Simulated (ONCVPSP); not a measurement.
# Reading a pseudo-wave (S (Z = 16))

Columns: radius, all-electron u(r) and pseudo u(r) of the 2s shell (level -222.51 eV) of sulfur in the configuration [He] 2s2 2p6 3s2 3p3; LDA (Perdew-Wang 92), scalar-relativistic, ONCV scheme, ONCVPSP 4.0.1.

```json
{"r (bohr)": "0.038", "all-electron": "-0.6739", "pseudo": "0.1997"}
{"r (bohr)": "0.075", "all-electron": "-0.5994", "pseudo": "0.3921"}
{"r (bohr)": "0.113", "all-electron": "-0.2273", "pseudo": "0.5851"}
{"r (bohr)": "0.150", "all-electron": "0.2072", "pseudo": "0.7647"}
{"r (bohr)": "0.188", "all-electron": "0.6205", "pseudo": "0.9367"}
{"r (bohr)": "0.225", "all-electron": "0.9483", "pseudo": "1.0863"}
{"r (bohr)": "0.263", "all-electron": "1.1992", "pseudo": "1.2172"}
{"r (bohr)": "0.300", "all-electron": "1.3628", "pseudo": "1.3172"}
{"r (bohr)": "0.338", "all-electron": "1.4607", "pseudo": "1.3891"}
{"r (bohr)": "0.375", "all-electron": "1.5000", "pseudo": "1.4276"}
{"r (bohr)": "0.413", "all-electron": "1.4955", "pseudo": "1.4353"}
{"r (bohr)": "0.450", "all-electron": "1.4592", "pseudo": "1.4150"}
{"r (bohr)": "0.488", "all-electron": "1.3978", "pseudo": "1.3692"}
{"r (bohr)": "0.525", "all-electron": "1.3226", "pseudo": "1.3058"}
{"r (bohr)": "0.563", "all-electron": "1.2357", "pseudo": "1.2272"}
{"r (bohr)": "0.600", "all-electron": "1.1461", "pseudo": "1.1423"}
{"r (bohr)": "0.638", "all-electron": "1.0527", "pseudo": "1.0512"}
{"r (bohr)": "0.675", "all-electron": "0.9628", "pseudo": "0.9623"}
{"r (bohr)": "0.713", "all-electron": "0.8736", "pseudo": "0.8734"}
{"r (bohr)": "0.750", "all-electron": "0.7910", "pseudo": "0.7907"}
{"r (bohr)": "0.788", "all-electron": "0.7111", "pseudo": "0.7109"}
{"r (bohr)": "0.825", "all-electron": "0.6390", "pseudo": "0.6388"}
{"r (bohr)": "0.863", "all-electron": "0.5705", "pseudo": "0.5703"}
{"r (bohr)": "0.900", "all-electron": "0.5095", "pseudo": "0.5094"}
{"r (bohr)": "0.938", "all-electron": "0.4525", "pseudo": "0.4524"}
{"r (bohr)": "0.975", "all-electron": "0.4023", "pseudo": "0.4021"}
```

(1) How many radial nodes do the two functions have?

(2) At about which radius was the pseudo-wave matched?

(3) Is the pseudo-wave norm-conserving?

Results:

(1) The all-electron 2s function has n − l − 1 = 1; the pseudo-wave has 0, since the states of the same l below it are removed with the core.

(2) 0.75 bohr. The columns agree to 0.0005 from 0.68 bohr on; several derivatives are matched, so the curves merge somewhat inside the radius.

(3) Yes: the ONCV scheme keeps the norm inside the radius equal to the all-electron one, which fixes the energy derivative of the logarithmic derivative at the level.
